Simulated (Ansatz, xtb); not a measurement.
Isomers of C2H8BNSi2 in order of energy

3 gas-phase structures of C2H8BNSi2, from a drawn sample of its isomers (lower ones may exist). Each was relaxed with GFN2-xTB; where two conformers were screened, the lower at r2SCAN-D4/def2-SVP is listed:

A. `BN([SiH3])[SiH2]C#C`, a singlet
B. `BN1[SiH2]C=C[SiH2]1`, a singlet
C. `B1C=C[SiH2][SiH2]N1`, a singlet

Task: Make a reasoned guess at their ranking by r2SCAN-D4/def2-SVP single-point energy.

Result: Calculated order at r2SCAN-D4/def2-SVP: B (0.000), C (1.189), A (1.701) eV.

Energies above the lowest of each column, in eV; the last columns are at PBE0-D3(BJ)/def2-SVP geometries:

```tsv
structure	GFN2-xTB	HF/STO-3G	r2SCAN-D4/def2-SVP	PBE0-D3(BJ)/def2-SVP	CCSD(T)/def2-SVP + ΔMP2/def2-TZVPP
B	0.000	0.000	0.000	0.000	0.000
C	1.626	1.781	1.189	1.026	1.320
A	0.996	1.947	1.701	1.778	1.388
```

Every level run on B puts it lowest or level with the lowest. Flexible structures stand in one conformer each, not always the lowest. ΔMP2 is the change of the MP2 energy from the smaller to the larger basis.

Programs: Ansatz 0.2.0, xtb 6.7.1.
